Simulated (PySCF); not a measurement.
# Zr²⁺: excitation energy

Zr²⁺ [Kr] 4d2 (3F) → Zr²⁺ [Kr] 4d1 5s1 (3D), as a difference of total energies. Computed with PySCF 2.14 in x2c-QZVPPall (13s8p7d3f2g, 111 functions), with scalar relativity by spin-free X2C-1e. Correlated levels: valence: [Kr] frozen. The calculations carry no spin-orbit coupling.

```json
{"method": "UHF", "excitation energy (eV)": "2.298"}
{"method": "MP2 (valence)", "excitation energy (eV)": "2.278"}
{"method": "SCS-MP2 (valence)", "excitation energy (eV)": "2.291"}
{"method": "CCSD (valence)", "excitation energy (eV)": "2.266"}
```

Problem. How much does correlation contribute at MP2 (valence)?

Solution. 2.278 − (2.298) = -0.020 eV, measured against UHF.

A first-order spin-orbit estimate (lowest level to lowest level, LS coupling) adds 0.021 eV.

The basis was made for the ground configuration and has no added diffuse functions, so the excitation energy can come out too high.

With two correlated electrons CCSD is exact in that space.
